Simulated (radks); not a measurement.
Q: These are the eigenvalues of the occupied orbitals of an atom or ion with whole-number occupations (hartree). Method: non-relativistic Kohn-Sham, PBE, spin-polarised, spherical densities, point nucleus; computed with a radial shooting solver on a logarithmic mesh with Libxc functionals.

| orbital | eigenvalue |
|---|---|
| 1s up | -162.7414 |
| 1s down | -162.7255 |
| 2s up | -19.35647 |
| 2s down | -19.34127 |
| 2p up | -16.35175 |
| 2p down | -16.33616 |
| 3s up | -3.90227 |
| 3p up | -3.10452 |
| 3p down | -3.04531 |

Which element is it, and in what charge state? The configuration may be excited.

A: Z = 21, scandium, charge +4: Sc4+ in [Ne] 3p6 3s(up 1, down 0). The list shows which subshells hold electrons but not how many an open one holds; the 1s level, -162.74 hartree, gives Z - s = 18.0 by -(Z - s)^2/2, which with screening narrows Z to a few neighbours, and the depths of the outer levels then fix element, charge and occupations together.
